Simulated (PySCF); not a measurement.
## Worked example: chemical shift, span and skew from a shielding tensor

Si(OSiH3)2(F)2 (F2H6O2Si3), SMILES F[Si](F)(O[SiH3])O[SiH3]. Atoms are numbered in the order given.

```xyz
13

F      0.7378     1.9485    -0.0438
Si     0.1023     0.5513    -0.5106
F      0.3573     0.4473    -2.0895
O     -1.4888     0.5397    -0.2133
Si    -2.6637    -0.3204     0.6089
O      0.8444    -0.6726     0.2552
Si     2.2909    -1.2646     0.8487
H     -2.7538    -1.7033     0.0604
H     -3.9548     0.3900     0.4183
H     -2.3225    -0.3816     2.0589
H      2.5153    -0.7309     2.2209
H      3.4128    -0.8525    -0.0421
H      2.1895    -2.7474     0.8911
```
Charge 0, spin multiplicity 1.

Geometry: r2SCAN-D4/def2-SVP. The values are those of a single conformer.

GIAO shieldings from PBE/pcSseg-1 in PySCF, non-relativistic, no solvent. The symmetric part of the tensor of Si5 has the principal values 322.2, 331.7, 449.2 ppm. The same nucleus in TMS has σ = 335.4 ppm at this level (PySCF, at its B3LYP-D3(BJ)/def2-TZVP geometry).

Task: Work out the isotropic shielding, the ²⁹Si shift against TMS, the span and the skew.

Result: 
σ(iso) = (σ11 + σ22 + σ33)/3 = 367.7 ppm. δ = σ(ref) − σ(iso) = 335.4 − (367.7) = -32.3 ppm.
Span Ω = σ33 − σ11 = 127.0 ppm. Skew κ = 3(σ(iso) − σ22)/Ω = 0.85. Tumbling in solution averages the tensor to δ; in a static solid the shielding alone would spread this spin-1/2 line over Ω.
